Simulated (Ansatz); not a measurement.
System: sum formula GaBrF₂, net charge 0, singlet state. 
Structure (B3LYP-D3(BJ)/def2-TZVP (Ansatz, an electronic-structure program) minimum search):
SMILES: [F][Ga]([F])[Br]
```xyz
4

F     -1.4403     1.6954     0.0432
Ga    -0.7327     0.1047     0.0092
F     -1.8582    -1.2238    -0.0016
Br     1.4972    -0.2140    -0.0189
```
Charge 0, spin multiplicity 1.

Total electronic energies in hartree. Correlated levels leave the core frozen unless marked. Spin-orbit coupling is left out. Frozen are the shells of the preceding noble gas and the d and f shells that filled before the atom's block. Non-relativistic. CBS(X,Y): correlation extrapolated as X^-3; Hartree-Fock from the larger set (for Q and 5 zeta extrapolated as (X+1)exp(-9√X)).

| level | program | energy (Eh) |
|---|---|---|
| HF/aug-cc-pVDZ | Ansatz | -4694.66030 |
| HF/aug-cc-pVQZ | Ansatz | -4694.88142 |
| RI-HF/aug-cc-pVTZ | Ansatz | -4694.85950 |
| RI-HF/cc-pVQZ | Ansatz | -4694.88060 |
| PBE-D3(BJ)/def2-TZVPD | Ansatz + dftd3 | -4698.06829 |
| BLYP-D4/def2-TZVPD | Ansatz + dftd4 | -4699.02369 |
| revPBE-D4/def2-TZVPD | Ansatz + dftd4 | -4698.50501 |
| B3LYP-D3(BJ)/def2-TZVPD | Ansatz + dftd3 | -4699.01106 |
| PBE0-D4/def2-TZVP | Ansatz + dftd4 | -4698.18973 |
| PBE0-D4/def2-TZVPD | Ansatz + dftd4 | -4698.19252 |
| BHLYP/def2-TZVPD | Ansatz | -4698.82586 |
| CAM-B3LYP/def2-TZVPD | Ansatz | -4699.13365 |
| wB97M-V/def2-TZVPD | Ansatz | -4698.64088 |
| B2PLYP-D3(BJ)/def2-TZVPD | Ansatz + dftd3 | -4698.00874 |
| MP2/6-31G | Ansatz | -4694.28369 |
| RI-MP2/aug-cc-pVTZ | Ansatz | -4695.61758 |
| RI-MP2/CBS(aug-cc-pVTZ,aug-cc-pVQZ) | Ansatz | -4695.7451 |
| SCS-MP2/6-31G* | Ansatz | -4694.59558 |
| CCSD/aug-cc-pVTZ | Ansatz | -4695.62610 |
| CCSD/aug-cc-pVQZ | Ansatz | -4695.70449 |
| CCSD(T)/6-31G | Ansatz | -4694.29197 |
| CCSD(T)/6-31G* | Ansatz | -4694.63930 |
| CCSD(T)/CBS(cc-pVQZ,cc-pV5Z) | Ansatz | -4695.7849 |

Totals of different functionals don't rank their quality; only differences between species are comparable.
